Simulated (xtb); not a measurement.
Input for xtb: GFN2-xTB on CH4OTe (SMILES CO[TeH]), a point of a torsion scan.

```
$ xtb mol.xyz --gfn 2 --opt vtight --chrg 0 --uhf 0 --input xcontrol
7

C     -0.80008639    -0.18622790     0.03809267
O     -0.24059463     1.04922189    -0.31775424
Te    -1.19444049     1.75439183    -1.93782169
H     -0.43001691    -1.01415374    -0.57354153
H     -1.88779780    -0.07177678    -0.20342420
H     -0.62393404    -0.32123452     1.11226392
H     -2.32627319     0.63849709    -2.59679735
$constrain
  force constant=1.0
  dihedral: 4,1,2,3,80.0
$end
```

It printed:

```
[...]
           -------------------------------------------------
          |                Calculation Setup                |
           -------------------------------------------------



molecular fragmentation (1/2 indicates fragments):
1111122
# atoms in fragment 1/2:     5     2
 fragment masses (1/2) :      157.63        2.02
CMA distance (Bohr)    :   3.118
constraining FC (au)   :  1.0000

           -------------------------------------------------
          |                 G F N 2 - x T B                 |
           -------------------------------------------------

        Reference                      10.1021/acs.jctc.8b01176
      * Hamiltonian:
        H0-scaling (s, p, d)           1.850000    2.230000    2.230000
        zeta-weighting                 0.500000
      * Dispersion:
        s8                             2.700000
        a1                             0.520000
        a2                             5.000000
        s9                             5.000000
      * Repulsion:
        kExp                           1.500000    1.000000
        rExp                           1.000000
      * Coulomb:
        alpha                          2.000000
        third order                    shell-resolved
        anisotropic                    true
        a3                             3.000000
        a5                             4.000000
        cn-shift                       1.200000
        cn-exp                         4.000000
        max-rad                        5.000000


          ...................................................
          :                      SETUP                      :
          :.................................................:
          :  # basis functions                  22          :
          :  # atomic orbitals                  21          :
          :  # shells                           11          :
          :  # electrons                        20          :
          :  max. iterations                   250          :
          :  Hamiltonian                  GFN2-xTB          :
          :  restarted?                      false          :
          :  GBSA solvation                  false          :
          :  PC potential                    false          :
          :  electronic temp.          300.0000000     K    :
          :  accuracy                    1.0000000          :
          :  -> integral cutoff          0.2500000E+02      :
          :  -> integral neglect         0.1000000E-07      :
          :  -> SCF convergence          0.1000000E-05 Eh   :
          :  -> wf. convergence          0.1000000E-03 e    :
          :  Broyden damping             0.4000000          :
          :  net charge                          0          :
          :  unpaired electrons                  0          :
          ...................................................

 iter      E             dE          RMSdq      gap      omega  full diag
   1    -11.3323871 -0.113324E+02  0.104E+01    3.31       0.0  T
   2    -11.3467108 -0.143236E-01  0.840E+00    3.29       1.0  T
   3    -11.2919503  0.547604E-01  0.431E+00    3.45       1.0  T
   4    -11.3435250 -0.515746E-01  0.246E+00    3.39       1.0  T
   5    -11.3504629 -0.693794E-02  0.600E-01    3.47       1.0  T
   6    -11.3507009 -0.237938E-03  0.163E-01    3.48       1.0  T
   7    -11.3506902  0.107035E-04  0.103E-01    3.49       1.0  T
   8    -11.3507020 -0.118207E-04  0.323E-02    3.49       1.2  T
   9    -11.3507037 -0.173102E-05  0.289E-03    3.49      13.1  T
  10    -11.3507037 -0.252245E-08  0.131E-03    3.49      28.9  T
  11    -11.3507037 -0.123766E-08  0.198E-04    3.49     190.9  T
  12    -11.3507037  0.124185E-10  0.173E-04    3.49     218.9  T

   *** convergence criteria satisfied after 12 iterations ***

         #    Occupation            Energy/Eh            Energy/eV
      -------------------------------------------------------------
         1        2.0000           -0.8528385             -23.2069
       ...           ...                  ...                  ...
         4        2.0000           -0.5464352             -14.8693
         5        2.0000           -0.5367649             -14.6061
         6        2.0000           -0.5316955             -14.4682
         7        2.0000           -0.4768406             -12.9755
         8        2.0000           -0.4438173             -12.0769
         9        2.0000           -0.4334446             -11.7946
        10        2.0000           -0.3753096             -10.2127 (HOMO)
        11                         -0.2471961              -6.7265 (LUMO)
        12                         -0.2089099              -5.6847
        13                         -0.0543997              -1.4803
        14                          0.0023896               0.0650
        15                          0.0228480               0.6217
       ...                                ...                  ...
        21  
[...]
 -0.0389298              -1.0593
        14                          0.0214528               0.5838
        15                          0.0328415               0.8937
       ...                                ...                  ...
        21                          0.7120163              19.3750
      -------------------------------------------------------------
                  HL-Gap            0.1391740 Eh            3.7871 eV
             Fermi-level           -0.3063471 Eh           -8.3361 eV

 SCC (total)                   0 d,  0 h,  0 min,  0.001 sec
 SCC setup                      ...        0 min,  0.000 sec (  2.577%)
 Dispersion                     ...        0 min,  0.000 sec (  0.835%)
 classical contributions        ...        0 min,  0.000 sec (  0.356%)
 integral evaluation            ...        0 min,  0.000 sec ( 25.284%)
 iterations                     ...        0 min,  0.000 sec ( 20.113%)
 molecular gradient             ...        0 min,  0.001 sec ( 47.033%)
 printout                       ...        0 min,  0.000 sec (  3.450%)

         :::::::::::::::::::::::::::::::::::::::::::::::::::::
         ::                     SUMMARY                     ::
         :::::::::::::::::::::::::::::::::::::::::::::::::::::
         :: total energy             -11.314191760236 Eh    ::
         :: gradient norm              0.000053796338 Eh/a0 ::
         :: HOMO-LUMO gap              3.787118239342 eV    ::
         ::.................................................::
         :: SCC energy               -11.378034394002 Eh    ::
         :: -> isotropic ES            0.022665569360 Eh    ::
         :: -> anisotropic ES         -0.000361116558 Eh    ::
         :: -> anisotropic XC         -0.002191096048 Eh    ::
         :: -> dispersion             -0.003236576113 Eh    ::
         :: repulsion energy           0.063840062217 Eh    ::
         :: add. restraining           0.000002571550 Eh    ::
         :: total charge               0.000000000000 e     ::
         :::::::::::::::::::::::::::::::::::::::::::::::::::::

           -------------------------------------------------
          |                Property Printout                |
           -------------------------------------------------

    * Orbital Energies and Occupations

         #    Occupation            Energy/Eh            Energy/eV
      -------------------------------------------------------------
         1        2.0000           -0.8439931             -22.9662
         2        2.0000           -0.6836637             -18.6034
         3        2.0000           -0.6145263             -16.7221
         4        2.0000           -0.5400489             -14.6955
         5        2.0000           -0.5327575             -14.4971
         6        2.0000           -0.5292292             -14.4011
         7        2.0000           -0.4723818             -12.8542
         8        2.0000           -0.4432476             -12.0614
         9        2.0000           -0.4189901             -11.4013
        10        2.0000           -0.3759342             -10.2297 (HOMO)
        11                         -0.2367601              -6.4426 (LUMO)
        12                         -0.1711189              -4.6564
        13                         -0.0389298              -1.0593
        14                          0.0214528               0.5838
        15                          0.0328415               0.8937
        16                          0.1233538               3.3566
        17                          0.1566115               4.2616
        18                          0.1938876               5.2760
        19                          0.2111650               5.7461
        20                          0.2486467               6.7660
        21                          0.7120163              19.3750
      -------------------------------------------------------------
                  HL-Gap            0.1391740 Eh            3.7871 eV
             Fermi-level           -0.3063471 Eh           -8.3361 eV

     #   Z          covCN         q      C6AA      α(0)
     1   6 C        3.717     0.052    19.821     6.360
     2   8 O        1.632    -0.340    19.736     5.997
     3  52 Te       1.824     0.130   411.259    37.484
Note: The following floating-point exceptions are signalling: IEEE_UNDERFLOW_FLAG IEEE_DENORMAL
normal termination of xtb
     4   1 H        0.924     0.027     2.625     2.534
     5   1 H        0.924     0.028     2.612     2.528
     6   1 H        0.924     0.050     2.325     2.385
     7   1 H        0.950     0.053     2.278     2.359

 Mol. C6AA /au·bohr⁶  :       1239.885554
 Mol. C8AA /au·bohr⁸  :      72190.972969
 Mol. α(0) /au        :         59.645868


Wiberg/Mayer (AO) data.
largest (>0.10) Wiberg bond orders for each atom

 ---------------------------------------------------------------------------
     #   Z sym  total        # sym  WBO       # sym  WBO       # sym  WBO
 ---------------------------------------------------------------------------
     1   6 C    3.955 --     2 O    1.012     5 H    0.985     4 H    0.985
                             6 H    0.970
     2   8 O    2.199 --     3 Te   1.135     1 C    1.012
     3  52 Te   2.134 --     2 O    1.135     7 H    0.970
     4   1 H    0.999 --     1 C    0.985
     5   1 H    0.999 --     1 C    0.985
     6   1 H    0.998 --     1 C    0.970
     7   1 H    0.997 --     3 Te   0.970
 ---------------------------------------------------------------------------

Topologies differ in total number of bonds
Writing topology from bond orders to xtbtopo.mol

molecular dipole:
                 x           y           z       tot (Debye)
 q only:       -0.605       0.133      -0.032
   full:       -0.599       0.142       0.256       1.693
molecular quadrupole (traceless):
                xx          xy          yy          xz          yz          zz
 q only:        0.198      -1.746      -0.692       2.988      -2.334       0.495
  q+dip:        1.152      -1.050       0.772       2.092       0.242      -1.924
   full:       -0.134      -1.080       1.642       3.603      -1.362      -1.508

           -------------------------------------------------
          |                Geometry Summary                 |
           -------------------------------------------------

      molecular mass/u    :      159.6450303
   center of mass at/Å    :       -1.1641193       1.4943347      -1.7199183
  moments of inertia/u·Å² :        0.1345707E+02   0.1623003E+03   0.1674557E+03
rotational constants/cm⁻¹ :        0.1252697E+01   0.1038669E+00   0.1006692E+00

 * 5 selected distances

     #   Z          #   Z                                           value/Å
     1   6 C        2   8 O                                       1.3998379
     1   6 C        4   1 H                                       1.0938650
     1   6 C        5   1 H                                       1.0917286 (min)
     1   6 C        6   1 H                                       1.0920255
     3  52 Te       7   1 H                                       1.6512220 (max)

 * 3 distinct bonds (by element types)

   Z      Z             #   av. dist./Å        max./Å        min./Å
   1 H    6 C           3     1.0925397     1.0938650     1.0917286
   6 C    8 O           1     1.3998379     1.3998379     1.3998379
   1 H   52 Te          1     1.6512220     1.6512220     1.6512220


optimized geometry written to: xtbopt.xyz


           -------------------------------------------------
          | TOTAL ENERGY              -11.314191760236 Eh   |
          | GRADIENT NORM               0.000053796338 Eh/α |
          | HOMO-LUMO GAP               3.787118239342 eV   |
           -------------------------------------------------

------------------------------------------------------------------------
------------------------------------------------------------------------
 total:
 SCF:
 ANC optimizer:
```

The run finished.

Warnings raised: the energy holds the restraint's term.

Cost: around 0.08 core-seconds (rough).
